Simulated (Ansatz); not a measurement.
Geometry optimisation, RKS PBE0-D4/def2-SVP in Ansatz 0.2.0.

Input:

```yaml
crystal:
  periodic: [false, false, false]
  atoms:
    - { symbol: Hf, position_ang: [0.129205, 0.444904, -0.491616] }
    - { symbol: Cl, position_ang: [1.007968, -0.221516, 3.056389] }
    - { symbol: Cl, position_ang: [2.358363, -0.133342, -0.909308] }
    - { symbol: F, position_ang: [-0.602933, 1.401555, -1.948731] }
    - { symbol: F, position_ang: [-1.025684, -0.987508, -0.044178] }
    - { symbol: H, position_ang: [0.097252, 1.663505, 0.899935] }
    - { symbol: H, position_ang: [0.610529, 0.944302, 2.538009] }
basis:
  gaussian: { orbitals: def2-SVP }
hamiltonian:
  xc: pbe0
  dispersion: d4
relax:
  f_tol: 0.03
  max_steps: 50
```

Run as:

```bash
$ ansatz run input.yaml --threads 2 --pin off --max-ram 3072MiB --backend cpu --events-out ev --progress --plain --runs-dir out
```

Task: Where does it end, and by what steps?

Result: The run converged. After 10 steps the energy has fallen by 0.141 eV; Cl2 moved furthest, 0.60 Å. Joined: Hf1–Cl2 (3.72 → 3.00 Å).

| step | energy less start (eV) | largest force component (eV/Å) | accepted |
| --- | --- | --- | --- |
| 0 | 0.0000 | 0.936 | yes |
| 1 | -0.0392 | 0.670 | yes |
| 2 | -0.0861 | 0.701 | yes |
| 3 | -0.1045 | 0.958 | yes |
| 4 | -0.1182 | 0.619 | yes |
| 5 | -0.1236 | 0.066 | yes |
| 6 | -0.1281 | 0.120 | yes |
| 7 | -0.1307 | 0.171 | yes |
| 8 | -0.1338 | 0.211 | yes |
| 9 | -0.1362 | 0.422 | yes |
| 10 | -0.1410 | 0.019 | yes |

```xyz
7
Properties=species:S:1:pos:R:3
Hf 0.155 0.439 -0.338
Cl 0.954 -0.296 2.459
Cl 2.402 -0.106 -0.800
F -0.520 1.223 -1.920
F -1.080 -0.950 0.065
H -0.037 1.892 0.785
H 0.701 0.909 2.848
```

Whether the end is a true minimum wasn't checked by a vibrational analysis.

Run time: 33 s on 2 threads of Arm Neoverse V2 (shared host), peak memory 0.25 GiB.
